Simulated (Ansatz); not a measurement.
Gas-phase electronic energies from Ansatz, PBE0-D4/def2-TZVP geometries. CCSD(T)/CBS is the MP2 limit (def2-TZVPP, def2-QZVPP) plus CCSD(T) − MP2 in def2-TZVPP, frozen cores. This one scheme is used for every species. Functionals use def2-TZVPP. Each species was taken in one conformer, which may not be the lowest.

`[SiH3]B[SiH2][SiH3]` + `O[Si]O` → `O[Si]O[SiH3]` + `B[SiH2][SiH3]`  (cleavage of the Si–B bond)

Task: Is it downhill or uphill in electronic energy at CCSD(T)/CBS, and by how much? (Estimate.)

Result: Ansatz gave: Downhill: ΔE = -103.3 kJ/mol.

Task: What do these levels give: PBE0-D4, ωB97X-V, B2PLYP, PBE, PBE0, HF/def2-TZVPP, MP2/def2-TZVPP, SCS-MP2/def2-TZVPP, CCSD/def2-TZVPP, CCSD(T)/def2-TZVPP, HF/def2-QZVPP, SCS-MP2/def2-QZVPP? (Best estimate.)

Result: Computed: PBE0-D4 -87.5, ωB97X-V -103.1, B2PLYP -110.9, PBE -80.3, PBE0 -89.5, HF/def2-TZVPP -136.4, MP2/def2-TZVPP -111.4, SCS-MP2/def2-TZVPP -117.3, CCSD/def2-TZVPP -108.5, CCSD(T)/def2-TZVPP -104.1, HF/def2-QZVPP -138.7, SCS-MP2/def2-QZVPP -117.5 kJ/mol.

Largest T1 diagnostic among the species: 0.015.

From PBE to PBE0 (25 % exact exchange), in def2-TZVPP and without D4, ΔE moves by −9.2 kJ/mol. The D4 term adds +3.3 kJ/mol with B3LYP and +2.0 kJ/mol with PBE0; it sums over pairs of atoms, weighted by their polarisabilities, and B3LYP, whose exchange is more repulsive, gets the larger term. In def2-TZVPP, CCSD(T) changes the Hartree–Fock value by +32.2 kJ/mol (the triples alone add +4.4 kJ/mol) and MP2 by +25.0 kJ/mol.

B3LYP here is the variant with VWN-RPA as its local correlation; programs differ in this.
